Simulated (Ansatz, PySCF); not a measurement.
Reaction (SMILES): NB(N)O [diaminoborinic acid] -> [NH-]B(N)O + H+
Geometries: B3LYP-D3(BJ)/def2-TZVP minima from Ansatz (a first-principles code), one conformer each, not searched for the lowest.

Wanted: gas-phase deprotonation energy (enthalpy at 298 K, with B3LYP-D3(BJ) rigid-rotor harmonic-oscillator terms from PySCF), in kJ/mol. Cores are frozen in the correlated levels unless marked. No spin-orbit coupling. Non-relativistic. Anions need diffuse functions: aug- sets have them; def2-D sets add few; the other sets have none. CBS marks a two-point X^-3 extrapolation of the correlation energy; Hartree-Fock from the larger set.

```csv
level,program,gas-phase deprotonation energy (kJ/mol)
BLYP-D3(BJ)/def2-TZVPD,Ansatz + dftd3,1589.2
r2SCANh/def2-TZVPD,Ansatz,1610.4
MP2/6-31G,Ansatz,1679.5
MP2/cc-pwCVTZ,Ansatz,1625.5
"MP2/CBS(aug-cc-pVTZ,aug-cc-pVQZ)",Ansatz,1591.6
CCSD/cc-pVQZ,Ansatz,1628.1
"CCSD(T)/CBS(aug-cc-pVTZ,aug-cc-pVQZ)",Ansatz,1602.5
```
